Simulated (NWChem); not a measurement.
# GeH$_{2}$Cl$_{2}$; SMILES [Cl][GeH2][Cl]

```xyz
5

Ge     0.0000     0.0000    -0.6179
Cl    -1.7444     0.0000     0.6394
Cl     1.7444     0.0000     0.6394
H      0.0000     1.2951    -1.4332
H      0.0000    -1.2951    -1.4332
```
Atoms are numbered in this order, from 1.

Structure relaxed at the PBE0/def2-SVP level.

**Question.** Give the principal values of the shielding tensors (ppm) of Ge1, Cl2 from B3LYP/6-31G* (spherical d), GIAO (NWChem), with their diamagnetic and paramagnetic parts as GIAO splits them.

**Answer.** 
```json
[
 {"atom": "Ge1", "σ11": "1348.4", "σ22": "1519.8", "σ33": "1545.9", "isotropic": "1471.4", "diamagnetic": "2760.6", "paramagnetic": "-1289.2"},
 {"atom": "Cl2", "σ11": "733.2", "σ22": "928.3", "σ33": "1032.8", "isotropic": "898.1", "diamagnetic": "1147.3", "paramagnetic": "-249.2"}
]
```
